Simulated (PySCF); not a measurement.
B(Cl)(OMe)(SeH) (CH4BClOSe), SMILES B(OC)(Cl)[SeH]. Geometry optimised at PBE-D3(BJ)/def2-SVP. The structure was generated by enumeration, and PubChem lists no compound with its InChIKey, so it may never have been made. Other conformers were not sampled.

Computed with PBE-D3(BJ)/def2-SVP (PySCF 2.14.0).

Harmonic wavenumbers (cm⁻¹): 80, 153, 156, 206, 302, 367, 433, 474, 680, 937, 1019, 1128, 1150, 1327, 1416, 1421, 1447, 2385, 2946, 3029, 3079. Rotational constants (GHz): 2.669, 1.783, 1.076; symmetry number 1.

Q: Work out the zero-point energy and the ideal-gas rigid-rotor harmonic-oscillator thermochemistry at 298.15 K and 1 atm.

A: ZPE = ½ Σ hcν = ½ × 24135 cm⁻¹ = 144.36 kJ/mol. H − E(el) = 165.18 kJ/mol. Entropy in J/(mol K): translation 171.83, rotation 119.37, vibration 66.88, total 358.08. G − E(el) = 58.42 kJ/mol. Cp = 100.65 J/(mol K). Modes under 150 cm⁻¹ make the vibrational entropy uncertain.
